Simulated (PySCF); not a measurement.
C6H16SSi, SMILES CS[SiH2]CC(C)(C)C, singlet (GFN2-xTB optimised geometry):

```
24

C      3.709     1.180     2.639
S      3.046     0.607     1.048
Si     0.957     0.542     1.552
C      0.105    -0.122     0.000
C     -1.427    -0.122     0.000
C     -1.965    -0.866     1.221
C     -1.960     1.311     0.000
C     -1.913    -0.831    -1.270
H      3.281     2.146     2.886
H      4.784     1.268     2.521
H      3.477     0.454     3.412
H      0.585     1.902     1.947
H      0.842    -0.334     2.721
H      0.453    -1.146    -0.159
H      0.456     0.449    -0.864
H     -1.527    -1.859     1.287
H     -3.046    -0.972     1.156
H     -1.731    -0.326     2.135
H     -1.675     1.830     0.911
H     -1.568     1.865    -0.849
H     -3.046     1.311    -0.066
H     -1.529    -0.334    -2.157
H     -3.000    -0.827    -1.320
H     -1.576    -1.865    -1.284
```

Calculation: B3LYP/def2-SVP (PySCF).

Question: What are the frontier orbital energies and the dipole moment?

Answer: HOMO-2 -8.20 eV, HOMO-1 -7.86 eV, HOMO -6.16 eV, LUMO 0.46 eV, LUMO+1 1.23 eV; dipole moment 1.22 D.

Meta-Löwdin charges at B3LYP/def2-SVP: C1 -0.33, S2 -0.21, Si3 0.60, C4 -0.40, C5 0.09, C6 -0.29, C7 -0.29, C8 -0.28, H9 0.11, H10 0.12, H11 0.11, H12 -0.12, H13 -0.12, H14 0.10, H15 0.10, H16 0.09, H17 0.09, H18 0.09, H19 0.09, H20 0.09, H21 0.09, H22 0.09, H23 0.09, H24 0.09.
